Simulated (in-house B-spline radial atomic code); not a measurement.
Computed with a B-spline radial atomic code. Model: two electrons, singlet ground state, non-relativistic, full CI in B-splines with partial waves to l = 8 (at full coupling up to 3e-4 hartree above the limit, correlation up to 0.6 % small), density held at that of full coupling by Lieb maximisation.

Along the adiabatic connection the electron repulsion is scaled by a coupling λ while a local potential keeps the density fixed. At λ = 0 the system is the Kohn-Sham one and W equals the exchange energy; the exchange-correlation energy is the area under W between 0 and 1. The kinetic energy rises with λ as the electrons avoid each other, with dT/dλ = −λ dW/dλ.

Command:
```bash
python run_ac.py task.json out
```
Settings (lengths in bohr, energies in hartree):
```
potential              dot
strength               0.0292
lmax                   8
second                 -1
```

Run time, properties included: 2.3 min on 1 thread of Intel(R) Xeon(R) Processor @ 2.30GHz, with other jobs on the host.

**W = mean repulsion less Hartree energy, and W of three functionals.**

Given: confinement charge in harmonic well; well frequency 0.0292 hartree; nuclear charge -1; external potential omega^2 r^2/2 - Z/r.

Computed: PBE exchange minus exact -4.1413 millihartree; SCAN exchange minus exact -4.969 millihartree.

```json
{"coupling": "0", "W xc (hartree)": "-0.072849", "W xc minus exchange (millihartree)": "0", "kinetic minus Kohn-Sham (millihartree)": "0", "LDA (PW92) W minus its exchange (millihartree)": "0", "PBE W minus its exchange (millihartree)": "0", "SCAN W minus its exchange (millihartree)": "0"}
{"coupling": "0.02", "W xc (hartree)": "?", "W xc minus exchange (millihartree)": "?", "kinetic minus Kohn-Sham (millihartree)": "?", "LDA (PW92) W minus its exchange (millihartree)": "?", "PBE W minus its exchange (millihartree)": "?", "SCAN W minus its exchange (millihartree)": "?"}
{"coupling": "0.05", "W xc (hartree)": "-0.079581", "W xc minus exchange (millihartree)": "-6.732", "kinetic minus Kohn-Sham (millihartree)": "0.16", "LDA (PW92) W minus its exchange (millihartree)": "-11.2", "PBE W minus its exchange (millihartree)": "-5.91", "SCAN W minus its exchange (millihartree)": "-3.94"}
{"coupling": "0.12", "W xc (hartree)": "-0.085426", "W xc minus exchange (millihartree)": "-12.577", "kinetic minus Kohn-Sham (millihartree)": "0.64", "LDA (PW92) W minus its exchange (millihartree)": "-18.19", "PBE W minus its exchange (millihartree)": "-10.82", "SCAN W minus its exchange (millihartree)": "-8"}
{"coupling": "0.25", "W xc (hartree)": "?", "W xc minus exchange (millihartree)": "?", "kinetic minus Kohn-Sham (millihartree)": "?", "LDA (PW92) W minus its exchange (millihartree)": "?", "PBE W minus its exchange (millihartree)": "?", "SCAN W minus its exchange (millihartree)": "?"}
{"coupling": "0.4", "W xc (hartree)": "-0.093883", "W xc minus exchange (millihartree)": "-21.034", "kinetic minus Kohn-Sham (millihartree)": "2.54", "LDA (PW92) W minus its exchange (millihartree)": "-30.37", "PBE W minus its exchange (millihartree)": "-20.53", "SCAN W minus its exchange (millihartree)": "-16.73"}
{"coupling": "0.6", "W xc (hartree)": "-0.09593", "W xc minus exchange (millihartree)": "-23.081", "kinetic minus Kohn-Sham (millihartree)": "3.54", "LDA (PW92) W minus its exchange (millihartree)": "-34.52", "PBE W minus its exchange (millihartree)": "-24.06", "SCAN W minus its exchange (millihartree)": "-19.81"}
{"coupling": "0.8", "W xc (hartree)": "-0.097122", "W xc minus exchange (millihartree)": "-24.273", "kinetic minus Kohn-Sham (millihartree)": "4.37", "LDA (PW92) W minus its exchange (millihartree)": "-37.32", "PBE W minus its exchange (millihartree)": "-26.5", "SCAN W minus its exchange (millihartree)": "-21.8"}
{"coupling": "1", "W xc (hartree)": "-0.097921", "W xc minus exchange (millihartree)": "-25.073", "kinetic minus Kohn-Sham (millihartree)": "5.08", "LDA (PW92) W minus its exchange (millihartree)": "-39.39", "PBE W minus its exchange (millihartree)": "-28.32", "SCAN W minus its exchange (millihartree)": "-23.16"}
```

**Question.** What belongs in the row 0.02?

**Answer.** W xc (hartree): -0.075878; W xc minus exchange (millihartree): -3.029; kinetic minus Kohn-Sham (millihartree): 0.03; LDA (PW92) W minus its exchange (millihartree): -6.26; PBE W minus its exchange (millihartree): -2.87; SCAN W minus its exchange (millihartree): -1.73.

**Question.** What belongs in the row 0.25?

**Answer.** W xc (hartree): -0.090914; W xc minus exchange (millihartree): -18.066; kinetic minus Kohn-Sham (millihartree): 1.6; LDA (PW92) W minus its exchange (millihartree): -25.46; PBE W minus its exchange (millihartree): -16.48; SCAN W minus its exchange (millihartree): -13.05.

**Question.** What is the LDA exchange minus exact?

**Answer.** 5.8397 millihartree.

**Energy parts, natural occupations and partial-wave weights.**

Computed: total energy 0.3922 hartree; exchange energy -0.072849 hartree; correlation energy -0.019989 hartree; kinetic part of the DFT correlation energy 0.0050839 hartree; kinetic part over minus potential part 0.20277; Lieb Oxford ratio E_xc over LDA exchange 1.3854.

```tsv
natural	occupation of the shell (electrons)
s	1.3807
p	0.60833
d	0.010057
s	0.00089928
p	?
f	4.9531e-06
```

**Question.** What belongs in the row p?

**Answer.** occupation of the shell (electrons): 2.3743e-05.

| wave | weight |
| --- | --- |
| s | 0.69079 |
| p | 0.30418 |
| d | ? |
| f | 2.523e-06 |
| g | 6.9623e-08 |

**Question.** What belongs in the row d?

**Answer.** weight: 0.0050283.

**Question.** What is the Kohn-Sham kinetic?

**Answer.** 0.025941 hartree.

**Question.** What is the Hartree energy?

**Answer.** 0.1457 hartree.

Half-way to full coupling W has made 88 % of its drop, against 50 % for a straight line, and second-order (GL2) theory, half the initial slope, overshoots the correlation energy by about 307 %: correlation is strong. Over couplings 0 to 1 the errors in E_xc come to about -4.0 millihartree for LDA, -4.6 millihartree for PBE, -1.5 millihartree for SCAN, so SCAN is nearest. In LDA and SCAN the errors of exchange and correlation have opposite signs, so the sum is smaller than the larger of the two.
